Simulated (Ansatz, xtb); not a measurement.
# BBrF2Ge: which of two isomers lies lower

We compare X, `F[B](F)[Ge][Br]`, a triplet, with Y, `[F][Ge][B](F)Br`, a singlet. Both are isolated molecules in the gas phase, relaxed with B3LYP-D3(BJ)/def2-SVP; the shapes shown needn't be the lowest conformers.

X (Å):

```xyz
5

B    -0.7258    0.1916   -1.9831
Br    2.3378   -1.8990   -1.9801
F    -1.3798    1.3339   -2.0558
F    -1.3840   -0.9365   -1.8182
Ge    1.3469    0.2092   -2.1330
```

Y (Å):

```xyz
5

B     0.4517    0.3221   -0.2066
Br   -1.1352    1.2469   -0.8892
F     1.0355    0.8109    0.8614
F    -0.1076   -2.4573   -0.4493
Ge    0.8093   -1.3649   -1.5095
```

**Question.** Estimate E(Y) − E(X) at the level CCSD(T)/def2-SVP + ΔMP2/def2-TZVPP.

**Answer.** Too close to call at this level: CCSD(T)/def2-SVP + ΔMP2/def2-TZVPP gives E(Y) − E(X) = −0.45 kcal/mol.

How the difference moves with the method:

```csv
level,geometry,E(Y) − E(X) (kcal/mol),departure from the last row (kcal/mol),"job, with rough time for the two"
HF/STO-3G,GFN2-xTB,+36.92,+37.37,"single point, 1.5 s"
r2SCAN-D4/def2-SVP,GFN2-xTB,+8.55,+9.01,"single point, 4.5 s"
B3LYP-D3(BJ)/def2-SVP,B3LYP-D3(BJ)/def2-SVP,+1.51,+1.96,"optimisation, 77 s"
HF/def2-SVP,B3LYP-D3(BJ)/def2-SVP,+17.75,+18.20,part of the CCSD(T) run
MP2/def2-SVP,B3LYP-D3(BJ)/def2-SVP,+5.69,+6.15,part of the CCSD(T) run
CCSD(T)/def2-SVP,B3LYP-D3(BJ)/def2-SVP,+3.67,+4.13,single point
CCSD(T)/def2-SVP + ΔMP2/def2-TZVPP,B3LYP-D3(BJ)/def2-SVP,−0.45,,"single point, 80 s"
```

As drawn, Y has 1 F–Ge, 1 B–Br in place of 1 B–F, 1 Br–Ge.

The largest departure from CCSD(T)/def2-SVP + ΔMP2/def2-TZVPP is that of HF/STO-3G, 37.37 kcal/mol. At CCSD(T)/def2-SVP + ΔMP2/def2-TZVPP a singlet with the links of X lies below this triplet. The last row adds to CCSD(T) the change of the MP2 difference between the two basis sets, here −4.13 kcal/mol, a large step that makes the value less sure.

With harmonic frequencies from B3LYP-D3(BJ)/def2-SVP (ideal gas, rigid rotor, one conformer each, 400 K, 1 atm): on the last row, ΔE + ΔZPE = −1.34 kcal/mol. A mode under 50 cm⁻¹ makes harmonic enthalpies and free energies unreliable, so none is given.

Open shells are spin-unrestricted. The correlated steps freeze 21 core orbitals; the filled d shell of Br and Ge is correlated, in a basis made for valence electrons. ΔG holds the spin degeneracy. Codes used: Ansatz 0.2.0, xtb 6.7.1; the last row on 2 threads of Intel(R) Xeon(R) Processor @ 2.70GHz on a shared host.
